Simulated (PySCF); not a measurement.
## Heteronuclear NMR

Bonds (- single, = double, # triple, : aromatic): N1-C2, C2-C3, C3-C4, C4-C5, C5-C6, C6-N7, C6-C8, C8-C2, C8-C3. N1 carries H9, H10; C2 carries H11; C3 carries H12; C4 carries H13, H14; C5 carries H15, H16; C6 carries H17; N7 carries H18, H19; C8 carries H20. Stereochemistry as in N[C@@H]1[C@H]2CC[C@@H](N)[C@@H]12. H13, H15 are cis to C2 on the ring; H14, H16 are trans to C2 on the ring.

In vacuum, non-relativistic Hamiltonian, one conformer, one averaged value for each set of equivalent atoms. Coordinates at the PBE0-D3(BJ)/def2-SVP level; shielding tensors at PBE0/pcSseg-1 (GIAO); PySCF 2.14.0 with density-fitted response routines.

**Question.** What are the 15N shifts?

**Answer.** 
| atoms | environment | σ (ppm) | δ (ppm) |
| --- | --- | --- | --- |
| N7 | amine nitrogen | 218.3 | -350.3 |
| N1 | amine nitrogen | 221.7 | -353.4 |

Shieldings were converted by a linear fit to measured shifts: 15N: δ = -150.45 − 0.916σ (rms 7.2 ppm, 79 shifts vs CH3NO2, solution or neat liquid). A few per cent of atoms miss by over 2 rms, more outside the fitted compound classes.

On a 400 MHz spectrometer 15N resonates near 40.5 MHz, so 1 ppm is 40.5 Hz.
